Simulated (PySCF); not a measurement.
**State search for LiCa**

Unrestricted PBE0; Li x2c-TZVPall, Ca x2c-TZVPall; spin-free X2C with a Gaussian nucleus (PySCF 2.14). Outer shells of the fragments: Li 2s1; Ca 4s2.

Followed along the bond (rough minima from three points):

| 2Ms+1 | unpaired | ⟨S²⟩ at the start | R at minimum (Å) | Te (eV) |
| --- | --- | --- | --- | --- |
| 2 | σ ↑ | 0.77 | 3.43 | 0.00 |
| 2 | π ↑ | 0.87 | 2.95 | 0.74 |
| 4 | σ ↑↑, π ↑ | 3.75 | 3.26 | 1.58 |

Solutions found at the starting distance of 2.875 Å, counted from the lowest of them; the search is not exhaustive and high or unbound solutions are not listed, so other states can lie among these:

```csv
2Ms+1,unpaired,term,E (eV),⟨S²⟩,⟨Lz²⟩,μ (D)
2,σ ↑,²Σ⁺,0.00,0.77,0.00,-0.79
2,π ↑,²Π,0.53,0.87,1.02,-0.06
4,"σ ↑↑, π ↑",⁴Π,1.47,3.75,1.01,-0.73
2,δ ↑,²Δ,1.69,0.81,4.00,-0.26
4,"σ ↑, π ↑↑",⁴Σ⁻,2.02,3.75,0.00,2.85
2,"σ ↑↑, π ↓",mixed,2.06,1.75,1.01,-1.08
```

A term symbol is given only where ⟨S²⟩ and ⟨Lz²⟩ are close to those of a pure state; real π, δ and φ orbitals otherwise mix terms. A positive dipole means Li(−)Ca(+).

Task: Compare the gap between the two lowest followed solutions at the starting distance with the gap between their minima.

Result: At PBE0 the second solution (doublet, unpaired electrons π ↑) lies +0.53 eV from the first (doublet, unpaired electrons σ ↑) at 2.875 Å and +0.74 eV at the minima; the two curves relax by different amounts, since their minima lie near 2.95 and 3.43 Å.

Counting both spins, an empty level lies below a filled one in some of these solutions, because spin and occupation are held.
